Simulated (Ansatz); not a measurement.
Basis sets compared for BH2Br. Charge 0, multiplicity 1. Geometry r2SCAN-D4/def2-TZVP. Ansatz on 4 threads of Intel Xeon on a shared host; times are rough, and most runs start from earlier orbitals.

| atom | x (Å) | y (Å) | z (Å) |
| --- | --- | --- | --- |
| B1 | -0.093 | 0.172 | 0.025 |
| H2 | 0.572 | 1.148 | 0.157 |
| H3 | -1.281 | 0.161 | 0.034 |
| Br4 | 0.803 | -1.481 | -0.216 |

Binding counts from free atoms (B doublet, H doublet, Br doublet) in the same basis, without a counterpoise term.

```csv
level,functions,energy (Eh),HOMO (eV),LUMO (eV),binding per atom (eV),wall time
PBE-D4/def2-SVP,56,-2599.4457,-6.80,-2.88,3.13,0.3 s
PBE-D4/def2-TZVP,91,-2599.7872,-6.95,-2.99,3.11,0.45 s
r2SCAN-D4/def2-TZVP,91,-2600.1869,-7.24,-2.63,3.11,0.91 s
PBE0-D4/def2-SVP,56,-2599.5461,-8.12,-1.93,3.11,0.5 s
PBE0-D4/def2-TZVP,91,-2599.8861,-8.22,-2.01,3.09,0.75 s
```

Question: Estimate the rows for PBE-D4/def2-TZVPD, r2SCAN-D4/def2-TZVPD, PBE0-D4/def2-TZVPD.

Answer: 
```csv
level,functions,energy (Eh),HOMO (eV),LUMO (eV),binding per atom (eV),wall time
PBE-D4/def2-TZVPD,112,-2599.7877,-6.97,-3.02,3.11,0.6 s
r2SCAN-D4/def2-TZVPD,112,-2600.1874,-7.24,-2.64,3.11,0.95 s
PBE0-D4/def2-TZVPD,112,-2599.8865,-8.24,-2.04,3.09,0.76 s
```
